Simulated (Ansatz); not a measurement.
Si33BNH46, a doped nanocrystal cut from the lattice of silicon (B and N 2.4 A apart), relaxed as a singlet with RKS PBE-D4/def2-SVP in Ansatz, starting from the GFN2-xTB geometry. Force threshold 0.03 eV/Å.

Single mean-field runs in def2-SVP are fitted with def2-universal-jkfit.

Start:

```xyz
81

Si    3.826   -2.299   -3.208
Si    6.432   -2.496   -0.188
Si    4.705    0.708   -1.317
Si    3.756   -0.639    2.012
Si    1.291   -2.247   -6.245
Si    1.971    0.871   -4.032
Si   -1.219   -0.893   -3.594
Si    0.596   -2.718    2.803
Si   -2.434   -2.883   -0.527
Si    0.996   -0.905   -0.634
Si    1.291    2.039    0.828
N    -0.771    1.487   -1.184
Si   -1.432    0.337    1.537
Si    1.095    0.759    4.412
Si   -1.240    3.685    3.919
Si   -4.057    0.560   -1.072
Si   -3.493    3.641    0.833
Si   -6.997    1.994    1.031
Si   -4.319    1.578    3.876
Si    5.106   -3.587   -1.753
Si    2.568   -3.498   -4.758
Si    2.807   -0.366   -2.216
Si    2.078   -2.047    1.144
Si    5.553   -0.449    0.521
Si    2.551    1.279    2.637
Si   -0.562   -2.281   -1.801
Si    0.380   -0.345   -5.238
Si   -2.137    0.878   -2.371
Si   -0.443   -0.731    3.422
Si   -3.187   -0.935    0.534
B    -0.030    0.727    0.081
Si   -2.536    2.307    2.517
Si    0.061    2.559    5.464
Si   -6.390    0.974    3.027
Si   -5.168    2.503   -0.333
H     4.844   -1.640   -4.086
H     7.785   -2.322   -0.749
H     6.672   -3.349    0.988
H     5.714    0.791   -2.389
H     4.443    2.121   -1.019
H     4.270   -1.261    3.257
H     2.112   -1.851   -7.403
H     0.206   -3.025   -6.865
H     3.007    1.423   -4.913
H     1.327    2.101   -3.503
H    -2.447   -1.407   -4.256
H     1.253   -3.411    3.924
H    -0.368   -3.723    2.321
H    -3.492   -3.498   -1.353
H    -2.120   -3.950    0.439
H     2.206    2.554   -0.227
H     0.616    3.306    1.230
H    -0.013    1.785   -1.794
H    -1.136    2.353   -0.794
H     1.881    0.008    5.419
H    -0.402    4.559    3.085
H    -2.151    4.647    4.566
H    -4.915   -0.153   -2.054
H    -2.410    3.994   -0.117
H    -3.961    4.962    1.270
H    -7.944    1.167    0.270
H    -7.777    3.215    1.299
H    -3.775    0.465    4.670
H    -4.567    2.611    4.901
H     5.919   -4.546   -2.523
H     4.153   -4.464   -1.052
H     3.405   -4.447   -5.513
H     1.663   -4.385   -4.009
H     2.726   -3.222    0.517
H     6.636    0.339    1.153
H     3.513    2.303    3.098
H     0.092   -3.483   -2.364
H    -0.293    0.499   -6.256
H    -2.193    2.136   -3.151
H    -1.551   -0.993    4.366
H    -4.268   -1.237    1.501
H     1.013    3.434    6.168
H    -0.830    2.101    6.545
H    -6.399   -0.479    2.795
H    -7.473    1.151    4.010
H    -5.615    3.250   -1.532
```

```
step   energy (eV)  largest force component (eV/Å)  SCF passes
   1  -262672.2573                           0.785          21
   2  -262673.4125                           0.631          27
   3  -262673.6364                           0.246          21
   4  -262673.6582                           0.077          22
   5  -262673.6835                           0.067          20
   6  -262673.6914                           0.127          20
   7  -262673.6950                           0.103          21
   8  -262673.6980                           0.047          21
   9  -262673.6996                           0.033          21
  10  -262673.7005                           0.073          21
  11  -262673.7012                           0.065          16
  12  -262673.7018                           0.045          15
  13  -262673.7022                           0.024          15
```

Force components are those of the run's own axes.

End:

Cartesian coordinates in Å:
```
Si 3.742 -2.199 -3.206
Si 6.288 -2.440 -0.213
Si 4.630 0.759 -1.348
Si 3.686 -0.690 2.087
Si 1.291 -2.079 -6.201
Si 1.863 0.952 -3.896
Si -1.279 -1.048 -3.468
Si 0.560 -2.736 2.791
Si -2.309 -2.928 -0.424
Si 0.987 -0.858 -0.585
Si 1.319 2.103 0.811
N -0.756 1.579 -1.225
Si -1.367 0.340 1.502
Si 1.107 0.655 4.394
Si -1.208 3.670 3.796
Si -4.015 0.325 -1.036
Si -3.345 3.579 0.710
Si -6.849 2.116 0.991
Si -4.260 1.643 3.854
Si 4.894 -3.617 -1.717
Si 2.434 -3.478 -4.688
Si 2.708 -0.364 -2.140
Si 2.065 -2.084 1.108
Si 5.432 -0.377 0.548
Si 2.555 1.298 2.652
Si -0.422 -2.361 -1.719
Si 0.253 -0.287 -5.081
Si -2.113 0.836 -2.328
Si -0.512 -0.742 3.408
Si -3.114 -1.005 0.680
B -0.040 0.806 0.018
Si -2.475 2.224 2.422
Si -0.015 2.449 5.416
Si -6.245 0.834 2.872
Si -5.003 2.377 -0.445
H 4.801 -1.566 -4.085
H 7.564 -2.144 -0.966
H 6.642 -3.334 0.951
H 5.661 0.660 -2.449
H 4.392 2.219 -1.071
H 4.235 -1.336 3.339
H 2.293 -1.510 -7.176
H 0.257 -2.848 -6.988
H 2.955 1.454 -4.806
H 1.185 2.189 -3.327
H -2.506 -1.634 -4.128
H 1.319 -3.313 3.961
H -0.414 -3.776 2.297
H -3.390 -3.472 -1.330
H -1.963 -4.002 0.575
H 2.316 2.556 -0.236
H 0.649 3.388 1.256
H -0.005 1.888 -1.874
H -1.149 2.466 -0.853
H 1.888 -0.120 5.431
H -0.266 4.524 2.990
H -2.192 4.591 4.478
H -4.900 -0.433 -1.999
H -2.224 3.923 -0.259
H -3.876 4.895 1.220
H -7.995 1.471 0.250
H -7.292 3.486 1.442
H -3.771 0.659 4.889
H -4.653 2.906 4.586
H 5.771 -4.523 -2.548
H 3.912 -4.491 -0.984
H 3.362 -4.372 -5.475
H 1.458 -4.358 -3.956
H 2.720 -3.289 0.478
H 6.561 0.395 1.190
H 3.533 2.345 3.134
H 0.256 -3.603 -2.240
H -0.498 0.586 -6.061
H -2.361 1.999 -3.261
H -1.654 -0.989 4.366
H -4.160 -1.383 1.697
H 0.941 3.349 6.160
H -1.007 1.894 6.410
H -6.120 -0.608 2.462
H -7.353 0.929 3.893
H -5.408 3.081 -1.720
```

By distances, no bond broke or formed. The bond that changes most is Si10–Si22, from 2.46 to 2.37 Å (atoms count from 1).

No frequencies were taken in this run, so the end may be a saddle point.

Hardware: 11 threads of AMD EPYC 7R13 on a shared host and a whole NVIDIA H100 80GB HBM3. Wall time 54 s, peak host memory 1.5 GiB.
